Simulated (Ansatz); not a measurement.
**Question.** Name a neutral molecule of O, Si, Zn and H with LUMO energy (ωB97M-V/def2-TZVPP) between -0.15 and 0.15 eV and HOMO–LUMO gap (B3LYP/def2-TZVPP) between 6.10 and 6.40 eV (Ansatz, PBE0-D4/def2-TZVP geometry).

**Answer.** `[SiH3][O][Zn][O][SiH3]` (0.13 eV, 6.33 eV). Other molecules can fit too; these were computed, each in one conformer that needn't be the lowest.

B3LYP here is the variant with VWN-RPA as its local correlation; programs differ in this.
